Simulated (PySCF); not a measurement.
## Where the electron goes

Compound: C4H3ClO2.
Structure used (GFN2-xTB), in Å, numbered top down from 1:
```
atom  x, y, z in Å
O1     2.4253   -1.3666    0.8555
C2     1.6013   -0.5657    0.5553
C3     1.1367    0.7805    0.4164
Cl4    1.2903    2.4510    0.5494
C5     0.2974   -0.2194    0.0414
C6    -1.0249   -0.5527   -0.5204
O7    -1.8808    0.5483   -0.6589
H8    -0.8674   -1.0647   -1.4857
H9    -1.5357   -1.2556    0.1465
H10   -1.4333    1.2496   -1.1463
```

Level of theory: TDDFT PBE0/def2-SVPD, vertical, gas phase, core orbitals frozen in the response in PySCF 2.14.0, density-fitted response routines.

Kohn–Sham orbitals with the atoms that hold most of them (Löwdin shares over 4%, at most four atoms; ? is withheld):

| orbital | ε (eV) | atoms |
| --- | --- | --- |
| LUMO+2 | 0.03 | Cl4 38%, O7 16%, C3 12%, H10 10% |
| LUMO+1 | -0.21 | Cl4 31%, C3 15%, C5 11%, C2 11% |
| LUMO | -1.23 | ? |
| HOMO | ? | O1 48%, C2 14%, C3 11%, C5 10% |
| HOMO-1 | -8.45 | ? |
| HOMO-2 | -9.29 | O7 62%, C6 10%, O1 7%, C5 6% |
| HOMO-3 | -9.86 | Cl4 60%, C3 12%, C5 11%, O1 6% |

**Question.** Give the leading atoms of the LUMO.

**Answer.** C3 (bonded to 2 C and Cl) 34%; C5 (bonded to 3 C) 33%; Cl4 (bonded to C) 13%; C6 (bonded to C, O and 2 H) 8%. By element: carbon 75% or more, chlorine 13%.

**Question.** Give the leading atoms of the HOMO-1.

**Answer.** O1 (bonded to C) 26%; Cl4 (bonded to C) 19%; C5 (bonded to 3 C) 16%; C3 (bonded to 2 C and Cl) 16%. By element: carbon 32% or more, oxygen 26% or more, chlorine 19%.

**Question.** What is the HOMO energy, and the HOMO–LUMO gap?

**Answer.** ε(HOMO) = -7.43 eV; the gap is 6.20 eV (0.2278 hartree).

**Question.** How does S1 compare with the orbital gap of 6.20 eV?

**Answer.** S1 is at 4.65 eV (f = 0.0005), 1.55 eV below the gap, made of HOMO→LUMO (99%). 

Next come S2 at 5.81 eV (f 0.0006), HOMO→LUMO+3 (84%); S3 at 5.98 eV (f 0.010), HOMO→LUMO+1 (55%), HOMO-1→LUMO (24%), HOMO→LUMO+2 (16%); S4 at 6.28 eV (f 0.034), HOMO→LUMO+1 (33%), HOMO→LUMO+2 (28%), HOMO-1→LUMO (27%); S5 at 6.59 eV (f 0.169), HOMO→LUMO+2 (42%), HOMO-1→LUMO (35%), HOMO-2→LUMO (16%).

Löwdin shares depend on the basis, the more so with diffuse functions.

One conformer stands for the species.
